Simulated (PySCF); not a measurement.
C₂H₁₂OSi₃, SMILES CCO[SiH2][SiH2][SiH3]. Coordinates come from a PBE-D3(BJ)/def2-SVP optimisation. This is a generated structure with no PubChem entry under its InChIKey; it may be hypothetical. The values are those of a single conformer.

Give the equilibrium geometry at PBE-D3(BJ)/def2-SVP (PySCF confirms it by a frequency run) as a Z-matrix. (Estimate from the structure and the level; the computed values follow.)

This is not unique; one that fits is 
```
O
C 1 1.4249
H 2 1.1163 1 110.02
H 2 1.1187 3 106.51 1 119.94
C 2 1.5181 3 110.43 4 119.32
H 5 1.1082 2 110.39 3 62.90
H 5 1.1084 6 108.12 2 -120.98
H 5 1.1086 6 108.53 7 -117.53
Si 1 1.6891 2 121.69 3 70.50
H 9 1.5010 1 105.51 2 179.70
H 9 1.5118 10 109.30 1 -119.80
Si 9 2.3630 10 109.90 11 -123.66
H 12 1.5083 9 110.53 10 41.15
H 12 1.5086 13 108.02 9 -123.48
Si 12 2.3539 13 110.17 14 -119.85
H 15 1.5050 12 109.60 13 -64.84
H 15 1.5060 16 108.74 12 -122.68
H 15 1.5061 16 108.48 17 -117.70
```
Charge 0, spin multiplicity 1.
